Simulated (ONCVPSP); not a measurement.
**Scattering properties, ONCV potential for strontium**

* Element: strontium
* Generator: ONCVPSP 4.0.1
* Type: optimised norm-conserving Vanderbilt (ONCV)
* Functional: PBE
* Relativity: scalar-relativistic
* Frozen core: [Ar] 3d10 4s2
* Valence charge: 8
* Reference configuration: 4p6 5s1.75 (charge +0.25)
* Partial waves: 5s: rc 3.40 bohr, ncon 3, nbas 7, qcut 2.1 1/bohr, 1 projector; 4p: rc 2.35 bohr, ncon 5, nbas 9, qcut 6.6 1/bohr, 2 projectors, debl 3.5 Ha; d scattering state at 0.15 Ha: rc 2.75 bohr, ncon 4, nbas 8, qcut 4 1/bohr, 2 projectors, debl 2.4 Ha
* Local potential: polynomial inside 1.70 bohr (lpopt 5, dvloc0 6 Ha)
* Core correction: Teter function fitted to the true core (icmod 2), fcfact 0.65

In the d channel the program set the typed energies aside and used 0.050, 2.450 Ha.

The phase is arctan(r·R′/R) of the radial function R(r), unwrapped; energies in Ha, scanned from -2 to 5 Ha. A pole is an energy at which the radial function vanishes at the test radius. The pseudo phase is shifted by a multiple of π to meet the all-electron one at the reference energy, and phase errors are pseudo minus all-electron; the curves can meet again beyond the range given. Levels narrower than the energy grid can be missing from the lists of poles.

Question: For each channel, where are the poles, and over which energies does the pseudopotential scatter like the atom?

Answer:

| channel | radius (bohr) | reference energy (Ha) | poles, all-electron | poles, pseudo | unbroken range about the reference energy with phases within 0.05 rad | phase error 1 Ha above the reference energy (rad) |
| --- | --- | --- | --- | --- | --- | --- |
| s | 3.46 | -0.17 | -1.54, 0.57, 3.18 | 0.34, 1.07, 3.12 | -1.5 to 0.2 | -2.960 |
| p | 2.39 | -0.89 | -0.61, 3.48 | -0.61, 3.48 | the whole range | -0.001 |
| d | 2.79 | 0.05 | 0.35, 3.11 | 0.35, 3.13 | below 4.3 | +0.014 |

Phases in the p channel:

```
E (Ha)  all-electron  pseudo
 -1.98         1.193   1.193
 -1.62         1.038   1.038
 -1.26         0.362   0.361
 -0.90        -1.267  -1.267
 -0.54        -1.613  -1.613
 -0.18        -1.768  -1.768
  0.18        -1.927  -1.928
  0.54        -2.216  -2.219
  0.90        -3.003  -3.010
  1.26        -3.978  -3.981
  1.62        -4.342  -4.343
  1.98        -4.493  -4.493
  2.34        -4.576  -4.577
  2.70        -4.631  -4.631
  3.06        -4.673  -4.673
  3.42        -4.707  -4.707
  3.78        -4.739  -4.739
  4.14        -4.772  -4.773
  4.50        -4.809  -4.812
  4.86        -4.858  -4.866
```
